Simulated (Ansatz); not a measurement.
C2H4BO, SMILES `C=C[B-]O` (excited triplet; C–C–B–O torsion -180°, C–B–O–H torsion 0°) (charge -1, multiplicity 3). This triplet is an excited state, 0.52 eV above the relaxed singlet at the level frozen-core CCSD(T)/aug-cc-pVTZ // B3LYP-D3(BJ)/def2-TZVPD (Ansatz, a program for electronic structure).

Cartesian coordinates (Å):
SMILES: C=C[B-]O
```xyz
8

C     -1.5589     0.0369    -0.0447
C     -0.1571     0.0031    -0.0940
B      0.8778    -0.0176     0.9612
O      2.2788    -0.0514     0.8539
H     -2.0910     0.0535     0.9010
H     -2.1642     0.0474    -0.9450
H      0.2638    -0.0106    -1.1166
H      2.5509    -0.0613    -0.0809
```
Charge -1, spin multiplicity 3.

Give the natural occupations of the active orbitals, the CASSCF energy and the corrected energy for frozen-core fic-MRCISD+Q@CASSCF(6e,6o)/aug-cc-pVTZ // B3LYP-D3(BJ)/def2-TZVPD (Ansatz).


natural occupations: 1.98, 1.91, 1.00, 1.00, 0.09, 0.02
CASSCF energy: -177.6657 Ha
corrected energy: -178.2949 Ha
weight of the reference: 0.874
